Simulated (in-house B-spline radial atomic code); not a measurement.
A calculation on In XLVII (In46+): its settings, and results tabulated from the run. All numbers are computed (scalar-relativistic (X2C) LDA VWN5, spin-polarised, spherical fractional occupations; Fermi nucleus of rms radius 4.6156 fm) with an all-electron radial atomic-structure program (B-spline basis), not measured.

Command:
```bash
python run_scf.py task.json out
```
Settings (nuclear radius in fm, mass in u):
```
Z                49
configuration    [He] 2s1
hamiltonian      x2c
method           lda,vwn
spin_polarised   True
nucleus          fermi
rms_radius       4.6156
atomic_mass      114.90388
speed_of_light   137.035999084
```

Output (hartree, bohr):
```
 radial grid: 53 intervals, B-splines of order 8, outer radius 0.8565 bohr

 iter        energy (Eh)    residual
    1       -2735.892798    3.57e+00
    2       -2738.146344    5.36e-02
    3       -2738.146645    2.64e-02
    4       -2738.146719    1.30e-02
    5       -2738.146742    1.81e-04
    6       -2738.146742    1.11e-08

 total energy                     -2738.14674
 kinetic                            2940.2317
 electron-nucleus                  -5735.6926
 Hartree                              90.5278
 exchange-correlation                -33.2135

 orbital      occ     eigenvalue          <r>       <r^2>       <1/r>       r_max
 1s up      1.000     -1184.9148    0.0290053  0.00114661     54.2917     0.01851
 1s down    1.000     -1184.2800    0.0289995  0.00114586     54.2907     0.01852
 2s up      1.000      -289.3979     0.119713   0.0168505     13.2275       0.104

 Slater integrals (Eh)
   F0(1s up,1s up)              32.637728
   F0(1s up,1s down)            32.639215
   F0(1s up,2s up)              10.736360
   G0(1s up,2s up)               1.252938
   F0(1s down,1s down)          32.640703
   F0(1s down,2s up)            10.736496
   F0(2s up,2s up)               7.552964
```

Run time, properties included: 0.21 s on 1 thread of AMD EPYC 7R13 Processor (shared host).

One-electron X2C: radii and densities carry no picture-change correction, so inner-shell <1/r> comes out high (for 1s by about 2 % at Z = 33, 5 % at 54, 10 % at 75, 30 % at 118) and <r> low.
